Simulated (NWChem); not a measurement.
System: C2H3FO2Si; SMILES O=C1OC[Si@H]1F

```xyz
9

O      1.3264    -1.8264     0.0587
C      0.4616    -1.0184    -0.0119
O     -0.8652    -1.2760     0.2467
C     -1.5437    -0.0040     0.1212
Si     0.0616     0.8252    -0.4470
F      0.6730     1.9870     0.5019
H     -2.3696    -0.0868    -0.6012
H     -1.9456     0.3144     1.0954
H      0.1983     1.2909    -1.8519
```
Atoms are numbered in this order, from 1.

Results from NWChem. All runs use the structure optimised with PBE0/def2-SVP. B3LYP is NWChem's, with the RPA form of VWN correlation. Total energies of different functionals are on different scales.

```csv
level,energy (Ha),highest occupied level (eV),orbital gap (eV),dipole (D)
PBE/def2-TZVP,-617.4991,-6.45,3.98,3.57
B3LYP/def2-TZVP,-618.0091,-7.69,5.97,3.85
PW6B95/def2-TZVP,-618.6181,-8.06,6.58,3.85
BLYP/def2-TZVP,-617.9362,-6.35,4.03,3.63
TPSSh/def2-TZVP,-618.0070,-7.08,5.15,3.75
"LDA (Slater exchange, VWN5)/def2-TZVP",-614.4480,-6.66,3.90,3.68
```
